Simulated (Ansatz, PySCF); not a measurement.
Molecule: SnCl2, net charge 0, triplet state. This is an excited triplet: at this geometry the singlet lies 2.51 eV lower at RI-MP2/CBS(def2-TZVPPD,def2-QZVPPD)+[CCSD(T)-MP2]/def2-TZVPPD. 
Structure (B3LYP-D3(BJ)/def2-TZVP (Ansatz, a quantum-chemistry and plane-wave program) minimum search):
```xyz
3

Sn    -0.0188     0.0059     0.4882
Cl     1.3430     1.5678    -0.6865
Cl    -1.2878    -1.5852    -0.7495
```
Charge 0, spin multiplicity 3.

Total electronic energies in hartree. Valence correlation only, unless marked. Open shells are spin-unrestricted. No spin-orbit coupling. Frozen are the shells of the preceding noble gas and the d and f shells that filled before the atom's block. In def2 rows, elements after Kr have scalar-relativistic effective core potentials. CBS(X,Y): correlation extrapolated as X^-3; Hartree-Fock from the larger set. [CCSD(T)-MP2]/basis is that difference in the basis named.

```json
[
 {"level": "HF-D4/def2-TZVPD", "program": "PySCF + dftd4", "energy (Eh)": "-1132.42971"},
 {"level": "BLYP/def2-TZVPD", "program": "PySCF", "energy (Eh)": "(withheld)"},
 {"level": "revPBE/def2-TZVPD", "program": "Ansatz", "energy (Eh)": "(withheld)"},
 {"level": "B3LYP-D3(BJ)/def2-TZVPD", "program": "Ansatz + dftd3", "energy (Eh)": "(withheld)"},
 {"level": "PBE0/def2-TZVPD", "program": "Ansatz", "energy (Eh)": "-1134.45040"},
 {"level": "PW6B95/def2-TZVPD", "program": "PySCF", "energy (Eh)": "-1135.58468"},
 {"level": "HSE06/def2-TZVPD", "program": "Ansatz", "energy (Eh)": "-1134.43426"},
 {"level": "LC-wPBE-D3(BJ)/def2-TZVPD", "program": "Ansatz + dftd3", "energy (Eh)": "-1134.52133"},
 {"level": "LC-wPBE/def2-TZVPD", "program": "Ansatz", "energy (Eh)": "-1134.51754"},
 {"level": "wB97X-V/def2-TZVPD", "program": "Ansatz", "energy (Eh)": "-1134.57913"},
 {"level": "B2GP-PLYP-D4/def2-TZVPD", "program": "Ansatz + dftd4", "energy (Eh)": "-1134.04242"},
 {"level": "MP2/def2-TZVPPD", "program": "Ansatz", "energy (Eh)": "-1132.85631"},
 {"level": "RI-MP2/CBS(def2-TZVPP,def2-QZVPP)+[CCSD(T)-MP2]/def2-SVP", "program": "Ansatz", "energy (Eh)": "-1132.9970"},
 {"level": "RI-MP2/CBS(def2-TZVPP,def2-QZVPP)+[CCSD(T)-MP2]/def2-TZVPP", "program": "Ansatz", "energy (Eh)": "-1133.0165"},
 {"level": "RI-MP2/CBS(def2-TZVPPD,def2-QZVPPD)+[CCSD(T)-MP2]/def2-TZVPPD", "program": "Ansatz", "energy (Eh)": "-1133.0156"}
]
```

Task: Fill in the missing entries.

Result: 
- BLYP/def2-TZVPD, energy (Eh): -1134.69615
- revPBE/def2-TZVPD, energy (Eh): -1134.62884
- B3LYP-D3(BJ)/def2-TZVPD, energy (Eh): -1134.85428
